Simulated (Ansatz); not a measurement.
```yaml
crystal:
  periodic: [false, false, false]
  atoms:
    - {symbol: F, position_ang: [-0.262914, -0.169955, 1.790162]}
    - {symbol: Ti, position_ang: [-0.008308, -0.052022, 0.082147]}
    - {symbol: Cl, position_ang: [1.687512, -1.275665, -0.478748]}
    - {symbol: Cl, position_ang: [-1.779310, -0.736642, -0.958314]}
    - {symbol: Br, position_ang: [0.413022, 2.160683, -0.476646]}
basis:
  gaussian: {orbitals: cc-pVTZ}
hamiltonian: {xc: {name: PBE}, dispersion: d3bjatm}
output: {forces: true}
```

```sh
$ ansatz run in.yaml --threads 4 --pin off --events-out ev --progress --plain --max-ram 10444MiB
```

It prints (some lines left out):

```
Functional definition: PBE
1573 factors; their error is unknown
mean field evaluation 1: about -120900.2263 eV, gradient 5.9e1 eV
mean field evaluation 2: about -120871.5686 eV, gradient 1.2e2 eV
mean field evaluation 4: about -120905.4342 eV, gradient 2.4e1 eV
mean field evaluation 8: about -120906.6621 eV, gradient 2.8e-1 eV
mean field evaluation 16: about -120906.6292 eV, gradient 1.5e-4 eV
mean field -120906.62920769 eV, -4443.2366699260 hartree, gradient 2.3e-5 eV, S^2 0.000000; 0 other end points of the search recorded, 0 dependent functions left out
reference -120906.62926992 eV, -4443.2366722129 hartree; 50, 50 occupied and 159, 159 virtual orbitals, 1573 factors
Total energy: -120906.81614984 eV, -4443.2435399230 hartree
Atom 0 at    -0.262914    -0.169955     1.790162 Å, force    -0.105504    -0.047204     0.709638 eV/Å
Atom 1 at    -0.008308    -0.052022     0.082147 Å, force     0.057483     0.102907    -0.299884 eV/Å
Atom 2 at     1.687512    -1.275665    -0.478748 Å, force     0.355491    -0.257141    -0.113513 eV/Å
Atom 3 at    -1.779310    -0.736642    -0.958314 Å, force    -0.372518    -0.143950    -0.214219 eV/Å
Atom 4 at     0.413022     2.160683    -0.476646 Å, force     0.065047     0.345388    -0.082022 eV/Å
Dipole moment:     0.011766     0.039047    -0.041167 e Å
```

It took 3.3 s on 4 threads of an Arm Neoverse V1 on a shared host, with 0.34 GiB of host memory at the peak.
